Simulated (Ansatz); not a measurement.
Se(GeH3)2 (Ge2H6Se). The state is a triplet with charge 0. Geometry PBE0-D4/def2-SVP, that of the neutral singlet; atoms count from 1.

```xyz
9

Se    1.019    1.239    0.225
Ge    1.213   -1.069    0.656
H     2.592   -1.255    1.308
H     1.122   -1.866   -0.658
H     0.095   -1.525    1.613
Ge   -1.168    1.124   -0.646
H    -1.519    2.556   -1.078
H    -2.146    0.628    0.435
H    -1.208    0.168   -1.854
```

At PBE0-D4/def2-TZVP a singlet of charge 0 lies 4.73 eV below the triplet at the same geometry.

(1) Estimate the Mulliken populations from the PBE0/def2-TZVP orbitals of Ansatz.

(2) Where does the spin sit?

(3) And the Mayer bond orders between bonded heavy atoms (over 0.3)?

Answers

(1) 
```
atom  charge (e)  spin (α − β)
 Se1        0.08          1.12
 Ge2       -0.17          0.41
  H3        0.04         -0.01
  H4        0.04          0.03
  H5        0.05          0.02
 Ge6       -0.17          0.41
  H7        0.04         -0.01
  H8        0.04          0.03
  H9        0.05          0.02
```
Mulliken values and Mayer orders depend strongly on the basis.

(2) Summed by element: Se 1.12, Ge 0.81, H 0.07, of 2 unpaired in all. Largest on single atoms: Se1 1.12, Ge2 0.41, Ge6 0.41.

(3) Se1–Ge2 0.66 (2.36 Å); Se1–Ge6 0.66 (2.36 Å).
